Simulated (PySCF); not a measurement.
**Os⁴⁶⁺ (osmium, charge +46) across methods**

[Ar] 3d10 4s2, closed-shell 1S. All numbers are calculated (PySCF 2.14, no relativity, point nucleus, in an even-tempered Gaussian basis (17 s from 5.6 bohr⁻², ratio 2.5; 11 p from 7.3 bohr⁻², ratio 2.5; 8 d from 13 bohr⁻², ratio 2.5; 4 f from 33 bohr⁻², ratio 2.7; 4 g from 50 bohr⁻², ratio 2.7)).

```tsv
method	E (hartree)	mean ε 3p (eV)	mean ε 3d (eV)	mean ε 4s (eV)	Σ⟨r²⟩ (bohr²)	⟨S²⟩
B3LYP	-14827.98	-4566.4	-4199.4	-2370.7	1.163	0.000
UHF	-14826.77624	-4639.3	-4256.8	-2384.4	1.163	0.000
PBE	-14827.33	-4547.8	-4184.4	-2366.1	1.163	0.000
r2SCAN	-14828.02	-4560.7	-4191.7	-2365.1	1.163	0.000
r2SCAN0	-14828.15	-4580.7	-4208.4	-2370.3	1.163	0.000
PBE0	-14827.62	-4571.2	-4203.1	-2371.0	1.163	0.000
```

(1) Estimate the same row for LDA.

A non-relativistic calculation at this Z misses sizeable relativistic shifts. Spin-orbit coupling, which splits the p, d and f shells strongly at this Z, is absent.

Results:

(1) E (hartree) = -14818.68; mean ε 3p (eV) = -4546.2; mean ε 3d (eV) = -4183.9; mean ε 4s (eV) = -2366.6; Σ⟨r²⟩ (bohr²) = 1.163; ⟨S²⟩ = 0.000.
